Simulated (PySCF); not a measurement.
Species: C5H5FN (charge -1).
SMILES with atom numbers: `[CH3:1][c:2]1[cH:3][n-:4][c:5]([F:6])[cH:7]1` (hydrogens: H8, H9, H10 on C1; H11 on C3; H12 on C7)

Cartesian coordinates in Å at the GFN2-xTB level; atoms count from 1:
```xyz
12
C5H5FN angstrom
C     -1.762   -0.154    0.033
C     -0.280    0.058   -0.019
C      0.393    1.225   -0.331
N      1.738    1.075   -0.285
C      1.899   -0.203    0.060
F      3.169   -0.732    0.207
C      0.724   -0.899    0.243
H     -2.283    0.772   -0.216
H     -2.082   -0.925   -0.676
H     -2.088   -0.470    1.030
H     -0.032    2.185   -0.591
H      0.604   -1.933    0.521
```

Computed at PBE0/pcSseg-1 (PySCF, non-relativistic), with Q(14N) = 0.02044 b: N4, 14N (I = 1): χzz = -3.587 MHz, η = 0.393.

Problem. Find the zero-field quadrupole resonance frequencies of 14N at N4.

Solution. From ν± = (3/4)|χ|(1 ± η/3) and ν0 = |χ|η/2: ν+ 3.043 MHz, ν− 2.337 MHz, ν0 0.706 MHz (two-coordinate ring nitrogen).

In a crystal, neighbours and librations shift these lines. Isolated species at its GFN2-xTB geometry, gas phase. The pcSseg-1 basis has no diffuse functions, a weakness for an anion. GFN2-xTB bond lengths can be off by several hundredths of an ångström, more for odd bonds, and the gradients follow them. The basis is small and wasn't made for field gradients, so the couplings can be 20 % off.
